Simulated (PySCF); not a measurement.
Field gradients at the hydrogen positions

C₈H₁₇P.
SMILES with atom numbers: `[CH3:1][CH2:2][CH2:3][CH2:4][P:5]([CH3:6])[CH:7]1[CH2:8][CH2:9]1` (hydrogens: H10, H11, H12 on C1; H13, H14 on C2; H15, H16 on C3; H17, H18 on C4; H19, H20, H21 on C6; H22 on C7; H23, H24 on C8; H25, H26 on C9)

Geometry (GFN2-xTB, Å), atoms numbered from 1 in this order:
```
atom  x, y, z in Å
C1     3.3240   -0.0393    1.9421
C2     2.7293    0.0769    0.5444
C3     1.2688   -0.3669    0.5099
C4     0.6773   -0.2573   -0.8908
P5    -1.0624   -0.9182   -0.9591
C6    -1.4254   -0.4578   -2.7165
C7    -1.9163    0.5017   -0.1616
C8    -2.3184    0.3827    1.2799
C9    -3.3605    0.3306    0.2136
H10    4.3632    0.2814    1.9464
H11    3.2811   -1.0695    2.2883
H12    2.7704    0.5796    2.6448
H13    3.3086   -0.5379   -0.1486
H14    2.7997    1.1129    0.2037
H15    0.6849    0.2479    1.1992
H16    1.1955   -1.4030    0.8498
H17    0.6902    0.7829   -1.2323
H18    1.2736   -0.8507   -1.5908
H19   -0.8570   -1.1078   -3.3793
H20   -2.4860   -0.6088   -2.9079
H21   -1.1652    0.5816   -2.9143
H22   -1.6063    1.4827   -0.5131
H23   -2.2592    1.2625    1.9039
H24   -2.0796   -0.5348    1.7972
H25   -3.8261   -0.6225    0.0094
H26   -4.0254    1.1736    0.0950
```

Level: PBE0/pcSseg-1 (PySCF, non-relativistic); Q(2H) = 0.00286 b; rigid geometry, the same for H and D, with no vibrational averaging.

**Question.** Rank these positions by the coupling χzz of a deuteron there, largest first.
A. H25 (methylene hydrogen)
B. H13 (methylene hydrogen)
C. H22 (methine hydrogen)

**Answer.** A (221 kHz), C (214 kHz), B (204 kHz).

**Question.** Give the electric field gradient Vzz (the principal value of largest size), its asymmetry and the 2H coupling at each hydrogen.

**Answer.** 
```csv
atom,bonded to,bond length (Å),Vzz (au),η,χzz (kHz)
H10,C1,1.088,0.3167,0.01,213
H11,C1,1.088,0.3152,0.02,212
H12,C1,1.088,0.3152,0.02,212
H13,C2,1.093,0.3033,0.02,204
H14,C2,1.093,0.3034,0.02,204
H15,C3,1.093,0.3015,0.03,203
H16,C3,1.093,0.3011,0.03,202
H17,C4,1.095,0.3024,0.02,203
H18,C4,1.094,0.3034,0.02,204
H19,C6,1.088,0.3173,0.01,213
H20,C6,1.088,0.3175,0.01,213
H21,C6,1.090,0.3145,0.00,211
H22,C7,1.087,0.3191,0.07,214
H23,C8,1.080,0.3315,0.07,223
H24,C8,1.080,0.3288,0.07,221
H25,C9,1.080,0.3289,0.07,221
H26,C9,1.080,0.3317,0.07,223
```

**Question.** How does χzz go with the bond length over the 17 C–H bonds?

**Answer.** A straight-line fit has a slope of -13.9 kHz for each 0.01 Å, with a correlation coefficient of -0.98, over lengths from 1.080 to 1.095 Å. The longer bonds have the smaller couplings here.

Geometry: GFN2-xTB, one conformer, isolated molecule. GFN2-xTB bond lengths can be off by several hundredths of an ångström, more for odd bonds, and the gradients follow them. With a basis this small, the couplings can be 20 % off.
